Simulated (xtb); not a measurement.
Zn(I)(GeH3) (GeH3IZn), SMILES [GeH3][Zn][I]. All values are semi-empirical tight-binding results from xtb (GFN2-xTB unless named), good for trends rather than for accurate numbers. Coordinates come from a GFN2-xTB optimisation. The structure was generated by enumeration; whether it is a known compound was not checked.

For metal compounds this method's bond lengths and energies can be far off.

Q: Estimate the properties. (Estimate from the structure and the level; the computed values follow.)

A: 
```json
{
 "point_group_as_xtb_finds_it": "C3v",
 "orbital_gap": "5.97 eV",
 "zero_point_energy": "14.2 kcal/mol",
 "G − E(el) at 298.15 K (modified RRHO)": "-5.8 kcal/mol"
}
```
